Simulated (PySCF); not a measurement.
These 2 structures share the formula C3H11FSi2. Theory: PBE0-D3(BJ)/def2-SVP geometry optimisation, gas phase (PySCF 2.14.0). One conformer each; no zero-point energy, no entropy. No frequencies were run at this level. Point groups hold within 0.08 Å.

Question: Rank from lowest to highest electronic energy at this level (kJ/mol).
A. `[CH3:1][C:2]([SiH3:3])([SiH3:4])[CH2:5][F:6]` with C1–C2–C5–F6 -179°
B. `[CH3:1][CH2:2][SiH2:3][C@@H:4]([F:5])[SiH3:6]` with C1–C2–Si3–C4 172°, C2–Si3–C4–F5 -60°

Answer: A (0.0), B (5.8).

Neighbours under 10 kJ/mol apart (CC([SiH3])([SiH3])CF and CC[SiH2][C@@H](F)[SiH3]) can change places with a better method, another conformer or zero-point energy.

```
                 SMILES      E (Eh)  E rel (kJ/mol)  dipole (D)  point group     A, B, C (MHz)
   CC([SiH3])([SiH3])CF  -798.92676             0.0        1.92            –  2045, 1964, 1588
CC[SiH2][C@@H](F)[SiH3]  -798.92456             5.8        1.14           C1  3403, 1131, 1036
```

Question: How do the relative energies change in single points at CAM-B3LYP/pcSseg-1 (no added dispersion term) on the same geometries?

Answer: 
```csv
SMILES,PBE0-D3(BJ)/def2-SVP (kJ/mol),CAM-B3LYP/pcSseg-1 (kJ/mol),shift
CC([SiH3])([SiH3])CF,0.0,6.4,+6.4
CC[SiH2][C@@H](F)[SiH3],5.8,0.0,-5.8
```

Each column counts from its own lowest isomer. CC[SiH2][C@@H](F)[SiH3] becomes the lowest; the largest shift is 6.4 kJ/mol.

Question: As an exercise, what shares would exp(−E/RT) give at 1000 K from these electronic energies alone (no entropy, no degeneracies)?

Answer: RT = 8.314 kJ/mol: CC([SiH3])([SiH3])CF 66.7 %, CC[SiH2][C@@H](F)[SiH3] 33.3 %.
